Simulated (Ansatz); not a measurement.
Ideal-gas functions of H$_{4}$INSi, SMILES `N[SiH2]I` at 500 K and 1 bar, from an Ansatz frequency run at PBE0-D4/def2-TZVP.

Molar mass 173.03 g/mol, point group Cs (symmetry number 1), electronic degeneracy 1, moments of inertia 28.588, 279.173, 298.851 u Å². Harmonic wavenumbers (cm⁻¹, unscaled): 182, 233, 343, 470, 503, 722, 855, 870, 915, 929, 1586, 2256, 2270, 3595, 3688.

Use S(trans) = R[1.5 ln M + 2.5 ln T − 1.1517]; rotational temperatures θ = 24.2544 K / I; S(rot) = R[ln(√π/σ · √(T³/θAθBθC)) + 1.5]; for each mode x = 1.438777 ν̃/T, S = R[x/(eˣ − 1) − ln(1 − e⁻ˣ)] and H = RT x/(eˣ − 1); 1 cm⁻¹ = 0.0119627 kJ/mol; R = 8.31446 J/(mol·K).

Question: By hand: the entropy, in J/(mol·K).

Answer: Translation 183.9. Rotation: θ = 0.8484, 0.0869, 0.0812 K, giving 116.0. Vibration, mode by mode: 13.79, 11.79, 8.75, 6.41, 5.93, 3.59, 2.65, 2.56, 2.32, 2.24, 0.49, 0.09, 0.09, 0.00, 0.00, in all 60.7. Electronic 0.0. Sum 360.6 J/(mol·K).

Question: By hand: H − E and G − E in kJ/mol, counted from the electronic energy.

Answer: Zero-point energy ½ × 19417 × 0.0119627 = 116.1; thermal vibration 17.4; translation, rotation and pV give 4 RT = 16.6. H − E = 150.1 kJ/mol, and G − E = 150.1 − 500 × 360.6/1000 = -30.2 kJ/mol.

Vibration gives 17 % of the entropy. The sum counts one conformer and one mirror image; others add a mixing term.
